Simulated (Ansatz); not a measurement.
Consider the ligand exchange at a Ge–C bond: `[CH3][GeH]([NH2])[SiH3]` + H–F → `[NH2][GeH]([F])[SiH3]` + CH₄.

Program: Ansatz. Geometries: PBE0-D4/def2-TZVP. ΔE: electronic, gas phase. CCSD(T)/CBS is the MP2 limit (def2-TZVPP, def2-QZVPP) plus CCSD(T) − MP2 in def2-TZVPP, frozen cores. This one scheme is used for every species. Functionals use def2-TZVPP. B3LYP here is the variant with VWN-RPA as its local correlation; programs differ in this. For Ge outer-core shells are correlated without core-valence functions, which leaves a few kJ/mol of doubt a bond. Scalar relativity is left out up to krypton. One conformer a species, not always the lowest.

```csv
level,ΔE (kJ/mol)
B2PLYP,-104.3
PBE,-97.1
B3LYP,-110.3
CCSD/def2-TZVPP,-91.9
```

Question: What does CCSD(T)/CBS give? (Estimate.)

Answer: The calculation gave: -88.7 kJ/mol. The listed levels differ from it by -15.6, -8.4, -21.6, -3.2 kJ/mol.

Largest T1 diagnostic among the species: 0.012.

In def2-TZVPP, CCSD(T) changes the Hartree–Fock value by +30.0 kJ/mol (the triples alone add +2.5 kJ/mol) and MP2 by +32.5 kJ/mol. The D4 term adds +7.4 kJ/mol with B3LYP and +4.3 kJ/mol with PBE0; it sums over pairs of atoms, weighted by their polarisabilities, and B3LYP, whose exchange is more repulsive, gets the larger term.

CCSD(T)/CBS has its own doubt, a few kJ/mol and more with outer-core shells, so smaller differences from it don't rank the levels.
